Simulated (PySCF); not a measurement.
Work out the structure from these simulated measurements.

Formula: C9H10.

| Property | Result |
| --- | --- |
| Dipole | 0.92 D [CAM-B3LYP/def2-SVPD] |
| Polarisability | 111.5 au [CAM-B3LYP/def2-SVPD] |
| UV, first state | lowest singlet excitation: 4.50 eV (276 nm, f = 0.346) [TDDFT CAM-B3LYP/def2-SVPD] |
| Rotational structure | rotational constants A, B, C: 2.392, 1.403, 0.899 GHz [PBE0-D3(BJ)/def2-SVP] |
| Triplet | lowest triplet excitation (Tamm–Dancoff): 2.52 eV [TDA CAM-B3LYP/def2-SVPD] |
| Valence photoelectron | vertical ionisation energy: 7.93 eV [ΔSCF CAM-B3LYP/def2-SVPD] |
| 13C NMR | chemical shifts (computed TMS as zero) by class: 159.6 (1 C), 156.8 (1 C), 119.5 (1 C), 118.7 (1 C), 94.4 (1 C), 86.5 (1 C), 28.1 (1 C), 27.9 (1 C), 20.2 (1 C) ppm [GIAO CAM-B3LYP/pcSseg-1] |

Gas-phase values; electronic properties from PySCF, density fitting. Levels stand in brackets. Geometry: PBE0-D3(BJ)/def2-SVP; no solvent, vibrations or thermal averaging. Each NMR value is the plain mean over a class of atoms that symmetry, rotation or inversion makes alike.

**Question.** Propose a structure and show how it fits.

**Answer.** Numbering: `[CH:1]#[C:2]/[C:3]([CH3:4])=[C:5]1/[CH2:6][CH2:7][C:8]1=[CH2:9]`. Its formula, C9H10, gives 5 degrees of unsaturation: 1 ring and 4 π bonds in the structure found. 9 carbons fall into 9 classes; from least to most shielded: fully substituted alkene carbon [C5] (159.6 ppm), fully substituted alkene carbon [C8] (156.8 ppm), terminal =CH2 carbon [C9] (119.5 ppm), fully substituted alkene carbon [C3] (118.7 ppm), terminal alkyne carbon [C1] (94.4 ppm), alkyne carbon [C2] (86.5 ppm), allylic carbon [C7] (28.1 ppm), allylic carbon [C6] (27.9 ppm), allylic carbon [C4] (20.2 ppm). S1 is mainly HOMO→LUMO (weight 0.97); the largest Löwdin shares of the orbital it empties are 0.19 on a fully substituted alkene carbon, 0.17 on the terminal =CH2 carbon, 0.16 on a fully substituted alkene carbon and 0.12 on the terminal alkyne carbon, of the orbital it fills 0.17 on the terminal =CH2 carbon, 0.15 on each of 2 atoms of one kind (fully substituted alkene carbon) and 0.12 on a fully substituted alkene carbon. The optimised geometry has point group Cs and is an asymmetric top. Structure: `C(=C1\CCC1=C)(/C#C)C`. Computed isomers that give other values at the same levels: `C=C(C)/C=C/C1=CC1=C` (rotational constant A: 3.931 GHz; this holds for the one conformer computed); `C#CC#CCC(=C)CC` (rotational constant A: 3.001 GHz; this holds for the one conformer computed); `C=CC1=CC=CCC=C1` (rotational constant A: 3.388 GHz; this holds for the one conformer computed). The assignments are read from this structure; whether some other isomer fits the data as well wasn't checked.
